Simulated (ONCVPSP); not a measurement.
# iridium (Ir): ONCV pseudisation with LDA (Perdew-Wang 92), scalar-relativistic reference atom.

Ir, optimised norm-conserving Vanderbilt (ONCV), made with ONCVPSP 4.0.1 (LDA (Perdew-Wang 92), scalar-relativistic). Core [Kr] 4d10 4f14 5s2, reference 5p6 5d7 6s1.5 (charge +0.5). Waves: 6s: rc 2.00 bohr, ncon 4, nbas 8, qcut 3 1/bohr, 2 projectors, debl 0.4 Ha; 5p: rc 1.30 bohr, ncon 4, nbas 8, qcut 5.3 1/bohr, 2 projectors, debl 1.2 Ha; 5d: rc 2.25 bohr, ncon 4, nbas 9, qcut 8.5 1/bohr, 1 projector. Local part: polynomial inside 0.95 bohr (lpopt 4, dvloc0 0 Ha). Core correction: none.

(1) Does this generation succeed?

## Answers

(1) No. ONCVPSP 4.0.1 stopped with "ERROR pspot: first pseudo wave function has node, program will stop": the optimised pseudo-wave of the first projector has a node, so the radial equation cannot be inverted for a potential. It happened in the s channel.
